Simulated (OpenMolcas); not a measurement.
Computed levels of 4s² 4p in ions with 31 electrons, in cm-1 above ²P°_1/2.

```
Program             : OpenMolcas
Method              : CASSCF
Basis               : ANO-R2
Scalar Hamiltonian  : X2C, finite nucleus
Spin-orbit coupling : RASSI with atomic mean-field integrals over the reference wave functions, term energies averaged over their components
```

Active space for each ion: 1 electron in 3 orbitals (4p).

```csv
Level,As2+,Br4+,Kr5+
²P°_3/2,2617,5596,7555
```

**Question.** Estimate ²P°_3/2 for Se3+ from its neighbours As2+ and Br4+.

**Answer.** ²P°_3/2 is fine structure, which grows about as the fourth power of a screened charge, so the fourth roots are averaged: ((2617^0.25 + 5596^0.25) / 2)^4 = 3896. The calculation gives 3933, so the estimate is off by -0.9 %; the measured value is 4376 (Moore, Atomic Energy Levels, vol. II, NSRDS-NBS 35 (1971 reprint of NBS Circular 467, 1952)).

With one active electron the reference holds no correlation, so core polarisation is missing. Computed and measured levels are paired by configuration, term and J; levels that our copy of the source lacks, or whose pairing is in doubt (as where it misses far off the trend of its configuration), stay unpaired and out of the deviations. Only configurations of the active space appear.

° marks odd parity.
